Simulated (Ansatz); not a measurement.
Cd(Me)(SMe) (C2H6CdS), SMILES C[S][Cd][CH3].

Coordinates come from a B3LYP-D3(BJ)/def2-SVP optimisation. The structure was generated by enumeration; whether it is a known compound was not checked. The def2 effective core potentials stand for the cores of Cd; spin–orbit coupling is left out. Other conformers were not sampled.

Two levels are set side by side: PBE/def2-SVPD (Ansatz, a first-principles code) and CAM-B3LYP/def2-SVPD (Ansatz). Energy differences of separate SCF runs at the same geometry; the states with an electron removed or added have multiplicity 2 and 2. Differences are taken from unrounded values.

| quantity | CAM-B3LYP |
|---|---|
| vertical ionisation energy (eV) | 8.43 |
| vertical singlet–triplet gap (eV) | 4.37 |

**Question.** What does PBE give, and how far is it from CAM-B3LYP? (Estimate from the structure and the level; the computed values follow.)

**Answer.** 
```
quantity                            PBE  PBE minus CAM-B3LYP
---------------------------------  ----  -------------------
vertical ionisation energy (eV)    8.35                -0.07
vertical singlet–triplet gap (eV)  4.17                -0.19
```
